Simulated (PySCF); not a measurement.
Run record: geometry optimisation, `B[N]([SiH3])[PbH3]`.

Computed with PBE0-D3(BJ)/def2-SVP geometry optimisation, gas phase, def2 core potentials past Kr (PySCF 2.14.0). Start geometry: GFN2-xTB. The input is one job of a driver script: a line of settings, then coordinates in Å.

Input:
```
{"job": {"xc": "PBE0", "basis": "def2-SVP", "d3": "d3bj", "grid": 1, "maxiter": 30, "shake": 0.01, "kind": "geom"}, "charge": 0, "multiplicity": 1}
B     -0.577600     1.631840     0.338520
N     -0.318290     0.322360     0.083150
Si    -1.407990    -1.036230    -0.000360
Pb     1.826720    -0.200180    -0.265600
H      0.252410     2.457780     0.335470
H     -1.718080     1.966760     0.530970
H     -0.935400    -2.007220     1.016070
H     -2.733870    -0.581150     0.277100
H     -1.289410    -1.600600    -1.320510
H      2.660280     1.301260    -0.301390
H      1.925910    -1.074270    -1.764780
H      2.354990    -1.208620     1.062330
```

Output:
```
step   0  E = -566.35078885  max force = 0.029346
step   1  E = -566.35788760  max force = 0.010091
step   2  E = -566.35832165  max force = 0.007591
step   3  E = -566.35860825  max force = 0.001262
step   4  E = -566.35861732  max force = 0.000317
optimisation converged
```

Energies in Eh; «max force» is the largest Cartesian gradient component in Eh/bohr.

Q: How much energy does the optimisation release, in eV?

A: E(step 0) − E(last step) = 0.007828 Eh, which is 0.213 eV.

Q: Give the first gradient maximum in eV/Å.

A: With 1 Eh/bohr = 51.422 eV/Å, 1.509 eV/Å.

Summary of the converged run: final energy -566.35862 Eh after 4 steps; dipole 2.52 D.

Q: Give the final coordinates.

A: 0.073 Å rms from the input after alignment:
```
atom  x, y, z in Å
B1    -1.3275    0.9317    0.0761
N2    -0.9892   -0.4005   -0.1933
Si3   -2.1656   -1.6985   -0.2693
Pb4    1.1199   -0.8854   -0.5313
H5    -0.4762    1.8001    0.1138
H6    -2.4897    1.2288    0.2771
H7    -1.8076   -2.7722    0.7122
H8    -3.5313   -1.1796    0.0277
H9    -2.1484   -2.3324   -1.6261
H10    1.8920    0.6820   -0.5695
H11    1.1500   -1.7648   -2.0542
H12    1.5863   -1.8982    0.8282
```

Q: Estimate the wall time. Hardware: Intel Xeon Platinum 8488C, one thread, shared host. And the peak memory of the process?

A: About 28 s, with 0.49 GiB resident at the peak, the Python interpreter and its libraries included.
Labels such as C1 count atoms from 1, the log's own numbers from 0.
